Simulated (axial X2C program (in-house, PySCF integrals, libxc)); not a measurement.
## Potential curves of TiS⁺, two-component

Computed with an in-house relativistic program for diatomic molecules. Two-component (2c) means X2C with spin–orbit coupling and atomic mean-field two-electron Coulomb and Gaunt terms. Basis: Ti dyall-cv3z [10s10p6d4f2g], S dyall-av3z [9s8p3d2f] (cores contracted in-house); Gaussian nuclei, density fitting, unrestricted open shells. Masses: Ti 47.948 u, S 31.972 u.

State: Ω = 3/2 (⟨Sz⟩ = -0.50, ⟨Lz⟩ = 2.00 at HF). Energies in kJ/mol from the lowest point of each curve. Fits are polynomials in 1 − R0/R over 0.85 to 1.23 times the lowest point R0.

| R (Å) | HF | PBE0 | LDA |
| --- | --- | --- | --- |
| 1.7626 | 268.94 | 135.97 | 127.79 |
| 1.8437 | 180.92 | 56.93 | 52.77 |
| 1.9044 | 139.54 | 22.66 | 20.51 |
| 1.9652 | 95.79 | 4.88 | 4.04 |
| 2.0260 | 60.66 | 0.00 | 0.00 |
| 2.0969 | 30.83 | 6.28 | 7.24 |
| 2.1678 | 11.67 | 20.98 | 23.88 |
| 2.2590 | 0.00 | 46.30 | 54.39 |
| 2.3704 | 0.94 | 80.96 | 99.04 |
| 2.5325 | 22.28 | 131.52 | 166.66 |

The state is a single determinant with fixed occupations, the lowest that a limited PBE0 search found. Density functionals use the spin component along the axis (collinear). Without a current term, density functionals place determinants with orbital angular momentum somewhat too high. At some level and bond length an empty orbital lies below a filled one. The determinant is spin-polarised beyond a pure state at some levels (its spin-free form has ⟨S²⟩ too high), which makes Re and μ there less reliable.

**Question.** Fit the HF curve near its minimum: give the equilibrium distance and the harmonic wavenumber.

**Answer.** At HF, 2c: Re = 2.306 Å, ωe ≈ 416 cm⁻¹; Be follows as 0.165 cm⁻¹.

**Question.** What are Re and ωe at the PBE0 level?

**Answer.** At PBE0, 2c: Re = 2.023 Å, ωe ≈ 623 cm⁻¹; Be follows as 0.215 cm⁻¹.

**Question.** Fit the LDA curve near its minimum: give the equilibrium distance and the harmonic wavenumber.

**Answer.** At LDA, 2c: Re = 2.019 Å, ωe ≈ 626 cm⁻¹; Be follows as 0.216 cm⁻¹.
